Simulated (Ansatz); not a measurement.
Stepwise reaction of `Br[SiH2]Br` with hydrogen chloride, as a gas-phase model of exchange steps in deposition or etching. ΔE in kJ/mol; ΔG adds harmonic PBE0-D4 terms to CCSD(T)/CBS, at 1 bar.

Calculated with Ansatz (gas phase, PBE0-D4/def2-TZVP geometries, no zero-point term in ΔE). CCSD(T)/CBS is the MP2 limit (def2-TZVPP, def2-QZVPP) plus CCSD(T) − MP2 in def2-TZVPP, frozen cores. This one scheme is used for every species. Functionals use def2-TZVPP. B3LYP here is the variant with VWN-RPA as its local correlation; programs differ in this. For Br outer-core shells are correlated without core-valence functions, which leaves a few kJ/mol of doubt a bond. Scalar relativity is left out up to krypton.

```
step                                 reaction  PBE-D4  B3LYP-D4  ωB97M-V  CCSD(T)/CBS  ΔG(500 K)
   1  `Br[SiH2]Br` + HCl → `Cl[SiH2]Br` + HBr    -2.9      -4.8     -4.8         -1.9       -5.8
```

**Question.** Give the row of step 2, `Cl[SiH2]Br` + HCl → `Cl[SiH2]Cl` + HBr. (An estimate is asked.)

**Answer.** Computed: 
| step | reaction | PBE-D4 | B3LYP-D4 | ωB97M-V | CCSD(T)/CBS | ΔG(500 K) |
| --- | --- | --- | --- | --- | --- | --- |
| 2 | `Cl[SiH2]Br` + HCl → `Cl[SiH2]Cl` + HBr | -3.5 | -5.5 | -5.4 | -2.4 | -0.6 |

**Question.** By hand: ΔE of the 2 steps together at CCSD(T)/CBS.

**Answer.** (-1.9) + (-2.4) = -4.3 kJ/mol, or -2.1 kJ/mol a step.

In ΔE the steps differ by no more than 0.5 kJ/mol. ΔG lies between -5.8 and -0.6 kJ/mol a step. PBE-D4 differs from CCSD(T)/CBS by -1.1 to -1.0 kJ/mol a step. Isolated molecules leave out the surface, adducts and barriers. Largest T1 diagnostic: 0.008.
